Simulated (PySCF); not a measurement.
## Frontier orbitals and the lowest excitations

Compound: C6H9P.
Structure used (GFN2-xTB), in Å, numbered top down from 1:
```
atom  x, y, z in Å
C1     1.2069    2.9227   -0.0009
C2     0.9892    1.7807    0.3054
P3     0.6611    0.1523    0.9164
C4     2.0302   -0.7162    0.0105
C5    -0.7016   -0.2471   -0.2582
C6    -2.1185   -0.0855    0.2106
C7    -1.5465   -1.4535    0.0382
H8     1.3975    3.9089   -0.3114
H9     2.0414   -0.4405   -1.0430
H10    1.8882   -1.7918    0.1051
H11    2.9834   -0.4489    0.4632
H12   -0.4919   -0.0240   -1.3007
H13   -2.8549    0.2608   -0.4994
H14   -2.2832    0.2738    1.2163
H15   -1.3235   -2.0256    0.9279
H16   -1.8853   -2.0569   -0.7912
```

Level of theory: TDDFT PBE0/def2-SVPD, vertical, gas phase, core orbitals frozen in the response in PySCF.

Frontier orbitals with the atoms that hold most of them (Löwdin shares over 4%, at most four atoms; ? is withheld):

```json
{"orbital": "HOMO-3", "ε (eV)": "-8.55", "atoms": "C6 30%, C5 22%, C7 12%, C2 8%"}
{"orbital": "HOMO-2", "ε (eV)": "-8.50", "atoms": "C2 23%, C1 17%, C5 14%, C7 13%"}
{"orbital": "HOMO-1", "ε (eV)": "-7.92", "atoms": "?"}
{"orbital": "HOMO", "ε (eV)": "-6.79", "atoms": "?"}
{"orbital": "LUMO", "ε (eV)": "0.12", "atoms": "C1 24%, C2 22%, P3 20%, C4 10%"}
{"orbital": "LUMO+1", "ε (eV)": "0.31", "atoms": "P3 24%, C1 21%, C2 19%, C4 7%"}
{"orbital": "LUMO+2", "ε (eV)": "1.01", "atoms": "C1 15%, C6 11%, H12 10%, H13 10%"}
```

Question: Which atoms hold the HOMO-1, and with what shares?

Answer: C1 (bonded to C and H) 32%; C2 (bonded to C and P) 31%; C5 (bonded to 2 C, P and H) 7%; C7 (bonded to 2 C and 2 H) 7%.

Question: Which atoms hold the HOMO, and with what shares?

Answer: P3 (bonded to 3 C) 45%; C2 (bonded to C and P) 16%; C1 (bonded to C and H) 15%; C5 (bonded to 2 C, P and H) 8%. By element: phosphorus 45%, carbon 39% or more.

Question: The HOMO–LUMO gap is 6.91 eV. Where does the response calculation put the lowest singlet, and from which orbitals?

Answer: S1 is at 5.43 eV (f = 0.026), 1.47 eV below the gap, made of HOMO→LUMO (92%). Without the coupling terms of the response equations the lowest excitation would equal the gap.

Question: One configuration dominates each of S1, S2 and S3. Which, and how do the shares of the two leading atoms of either orbital change from the occupied to the empty one?

Answer: 
- S1 (5.43 eV, f 0.026), HOMO→LUMO (92%): P3 45% → 20%, C2 16% → 22%, C1 15% → 24%
- S2 (5.96 eV, f 0.072), HOMO→LUMO+1 (77%): P3 45% → 24%, C2 16% → 19%, C1 15% → 21%
- S3 (6.50 eV, f 0.013), HOMO-1→LUMO+1 (79%): C1 32% → 21%, C2 31% → 19%, P3 at most 8% → 24%

Löwdin shares depend on the basis, the more so with diffuse functions.

One conformer stands for the species.
